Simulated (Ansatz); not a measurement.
K₈F₈ (relaxed from a model of 1x4x4 KF rock-salt block, whose bonding it doesn't keep). The state is a singlet with charge 0. Geometry PBE-D4/def2-SVP.

```xyz
16

K    -3.039    2.182    1.006
F    -3.135   -0.018   -0.054
K    -2.139    0.790   -2.284
F    -1.268   -0.937   -3.735
F    -1.746    2.944   -0.919
K    -1.045   -0.863    0.869
F     0.449    0.116   -1.028
K     0.746   -1.702   -2.836
K     0.503    2.505    0.016
F     2.509    1.595    1.340
K     2.672   -0.487    0.045
F     2.128   -2.807   -0.972
F    -0.853    1.415    2.109
K     1.248    0.715    3.224
F     1.257   -1.626    2.095
K     1.714   -3.822    1.123
```

The 6-31G sets use Cartesian d functions. B3LYP takes the VWN-RPA correlation.

Task: Estimate the orbital energies around the gap (eV) in Ansatz with HF/STO-3G, HF/6-31G, PBE-D4/def2-SVP, B3LYP-D4/6-31G, PBE0-D4/def2-SVP.

Result: 
| orbital | HF/STO-3G | HF/6-31G | PBE-D4/def2-SVP | B3LYP-D4/6-31G | PBE0-D4/def2-SVP |
| --- | --- | --- | --- | --- | --- |
| HOMO−5 | -5.73 | -11.49 | -4.87 | -6.32 | -6.68 |
| HOMO−4 | -5.70 | -11.44 | -4.82 | -6.27 | -6.63 |
| HOMO−3 | -5.45 | -11.42 | -4.68 | -6.16 | -6.51 |
| HOMO−2 | -5.19 | -10.64 | -4.15 | -5.58 | -5.90 |
| HOMO−1 | -4.90 | -10.63 | -4.07 | -5.47 | -5.82 |
| HOMO | -4.52 | -10.61 | -3.98 | -5.45 | -5.78 |
| LUMO | 4.83 | -0.09 | -1.59 | -1.25 | -1.09 |
| LUMO+1 | 6.18 | 0.35 | -0.85 | -0.55 | -0.41 |
| LUMO+2 | 6.90 | 0.47 | -0.60 | -0.35 | -0.18 |
| LUMO+3 | 7.24 | 0.67 | -0.53 | -0.26 | -0.08 |
| LUMO+4 | 7.86 | 0.76 | -0.32 | -0.07 | 0.10 |
| LUMO+5 | 8.39 | 0.85 | -0.05 | 0.08 | 0.33 |
